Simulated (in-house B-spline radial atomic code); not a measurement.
Removal energies of one electron outside the [Ar] 3d10 4s2 4p6 core along the 37-electron series, with the parts due to correlation (partial-wave tail included) and to Breit and QED terms, both contained in the total; recoil is left out. Computed with a B-spline radial code for spherical atoms: frozen-core Dirac-Hartree-Fock with a screened correlation potential.

| ion | Z | removal energy of 5s1/2 (eV) | correlation part of 5s1/2 (eV) | Breit and QED part of 5s1/2 (eV) | removal energy of 4d5/2 (eV) | correlation part of 4d5/2 (eV) | Breit and QED part of 4d5/2 (eV) |
| --- | --- | --- | --- | --- | --- | --- | --- |
| Rb | 37 | 4.1824 | 0.39378 | -0.0016826 | 1.7919 | 0.16568 | 0.00046404 |
| Sr+ | 38 | 11.039 | 0.62409 | -0.0047424 | 9.2972 | 0.95257 | 0.0076037 |
| Zr3+ | 40 | 29.683 | 0.92284 | -0.013782 | 34.422 | 1.4827 | 0.016024 |
| Nb4+ | 41 | 41.162 | 1.037 | -0.01978 | 50.505 | 1.6166 | 0.018186 |
| Mo5+ | 42 | 53.986 | 1.138 | -0.026813 | 68.676 | 1.722 | 0.01946 |
| Tc6+ | 43 | 68.112 | 1.2296 | -0.034933 | 88.845 | 1.8103 | 0.019918 |
| Ru7+ | 44 | 83.514 | 1.314 | -0.04419 | 110.95 | 1.8869 | 0.019574 |
| Rh8+ | 45 | 100.17 | 1.3926 | -0.054645 | 134.95 | 1.9552 | 0.018416 |
